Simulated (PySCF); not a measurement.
# Radial density of Nb⁺ (niobium, charge +1)

TPSS, [Kr] 4d4, high-spin 5D determinant. Computed with PySCF 2.14 in cc-pVTZ-PP with ECP28MDF (5s5p4d2f1g, 63 functions), with a scalar-relativistic core potential. This is the valence pseudo-density: the core potential removes the inner electrons and smooths the orbitals near the nucleus.

| r (bohr) | 4πr²ρ (e/bohr) | 4πr²(ρα − ρβ) |
| --- | --- | --- |
| 0.0366 | 1.612e-05 | 0.0000 |
| 0.0616 | 4.228e-05 | 0.0000 |
| 0.104 | 0.0001615 | 0.0000 |
| 0.174 | 0.001391 | 0.0003 |
| 0.293 | 0.02290 | 0.0048 |
| 0.493 | 0.6365 | 0.0788 |
| 0.829 | 6.772 | 0.7588 |
| 1.39 | 8.179 | 1.9544 |
| 2.35 | 1.933 | 1.3292 |
| 3.95 | 0.2885 | 0.2836 |
| 6.64 | 0.009268 | 0.0093 |
| 11.2 | 4.097e-05 | 0.0000 |

⟨L²⟩ = 8.34 against 6 for a pure D term, so this real determinant mixes terms. Energies and moments cover only the electrons outside the core potential. The s, p, d and f populations moved away from the nominal configuration during the SCF.
